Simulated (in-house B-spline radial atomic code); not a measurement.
Configurations of Tm VIII (Tm7+), with energies counted from [Kr] 4d10 (4f5/2)6 (4f7/2)5 5s2 (5p1/2)2 (5p3/2)1. All numbers are computed (Dirac-Hartree-Fock, average of each configuration as written; Fermi nucleus of rms radius 5.2256 fm) with a B-spline radial code for spherical atoms, not measured. Energies include first-order Breit, QED and recoil terms.

Occupations are held fixed; configurations that lie above the ionisation limit could autoionise.

```json
{"configuration": "[Kr] 4d10 (4f5/2)4 (4f7/2)7 5s2 (5p1/2)2 (5p3/2)1", "E - E(ref) (eV)": "3.6528", "highest orbital": "4f7/2", "its <r> (bohr)": "0.6776"}
{"configuration": "[Kr] 4d10 (4f5/2)5 (4f7/2)6 5s2 (5p1/2)1 (5p3/2)2", "E - E(ref) (eV)": "9.3648", "highest orbital": "4f7/2", "its <r> (bohr)": "0.6789"}
{"configuration": "[Kr] 4d10 (4f5/2)4 (4f7/2)7 5s2 (5p1/2)1 (5p3/2)2", "E - E(ref) (eV)": "10.393", "highest orbital": "4f7/2", "its <r> (bohr)": "0.6777"}
{"configuration": "[Kr] 4d10 (4f5/2)5 (4f7/2)6 5s2 (5p1/2)2 (7d5/2)1", "E - E(ref) (eV)": "96.775", "highest orbital": "7d5/2", "its <r> (bohr)": "4.958"}
{"configuration": "[Kr] 4d10 (4f5/2)4 (4f7/2)7 5s2 (5p1/2)2 8s1", "E - E(ref) (eV)": "100.45", "highest orbital": "8s1/2", "its <r> (bohr)": "5.715"}
{"configuration": "[Kr] 4d10 (4f5/2)6 (4f7/2)5 5s2 (5p1/2)2 (8d3/2)1", "E - E(ref) (eV)": "103.29", "highest orbital": "8d3/2", "its <r> (bohr)": "7.091"}
```

(1) Order these further configurations by energy, lowest first.
A. [Kr] 4d10 (4f5/2)3 (4f7/2)8 5s2 (5p1/2)1 (5p3/2)1 7s1
B. [Kr] 4d10 (4f5/2)5 (4f7/2)6 5s2 (5p1/2)1 (5p3/2)1 6s1
C. [Kr] 4d10 (4f5/2)3 (4f7/2)8 5s2 (5p3/2)3
D. [Kr] (4d3/2)4 (4d5/2)5 (4f5/2)4 (4f7/2)7 5s2 (5p1/2)1 (5p3/2)2 (5d3/2)1
E. [Kr] 4d10 (4f5/2)2 (4f7/2)8 5s2 (5p1/2)1 (5p3/2)2 (9d3/2)1

(2) How far above the reference does [Kr] (4d3/2)3 (4d5/2)6 (4f5/2)3 (4f7/2)8 5s2 (5p1/2)2 (5p3/2)1 (8d5/2)1 lie?

Results:

(1) C (18.275 eV), B (62.004 eV), A (92.829 eV), E (114.17 eV), D (222.13 eV).

(2) 286.73 eV; its least bound orbital is 8d5/2 with <r> = 7.096 bohr.
